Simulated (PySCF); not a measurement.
Atoms are numbered as in `[SiH3:1][O:2][CH2:3][SiH2:4][PH2:5]`. Each H is labelled by its parent atom.

Geometry: PBE0-D3(BJ)/def2-SVP; GIAO shifts from PySCF 2.14, gas phase, non-relativistic, averaged over equivalent atoms.

At mPW1PW91/pcSseg-1 (151 basis functions):
```csv
atoms,δ (ppm)
Si1,-24.0
Si4,-38.2
O2,-9.0
C3,55.7
P5,-296.4
H(Si1),4.70
H(Si4),4.42
H(C3),3.56
H(P5),1.73
```

References, each an isolated molecule treated in the same way: TMS for 29Si (σref 350.83) and 13C (σref 183.54) and 1H (σref 31.32); H2O for 17O (σref 333.30); H3PO4 for 31P (σref 308.48).

Predict the values at PBE0/aug-cc-pVDZ on the same geometry.

Results:


| atoms | δ at PBE0/aug-cc-pVDZ | change |
| --- | --- | --- |
| Si1 | -19.8 | +4.2 |
| Si4 | -37.2 | +1.0 |
| O2 | -7.7 | +1.3 |
| C3 | 54.0 | -1.7 |
| P5 | -282.4 | +14.0 |
| H(Si1) | 5.00 | +0.30 |
| H(Si4) | 4.62 | +0.20 |
| H(C3) | 3.78 | +0.22 |
| H(P5) | 1.59 | -0.14 |

δ = σ(ref) − σ, references computed at the same level: 29Si (σ = 416.72 ppm), 13C (σ = 195.12 ppm), 1H (σ = 31.39 ppm) against TMS; 17O (σ = 335.91 ppm) vs H2O; 31P (σ = 372.04 ppm) against H3PO4.

The largest change is at P5 (phosphorus bonded to Si, 2 H). Cost: 208 basis functions, 41 s wall time on 1 thread of an Arm Neoverse N1, shared host.

Experimental scales use liquid or dissolved standards, which lie at an offset from isolated H2O (liquid H2O: subtract about 36 ppm) and H3PO4.
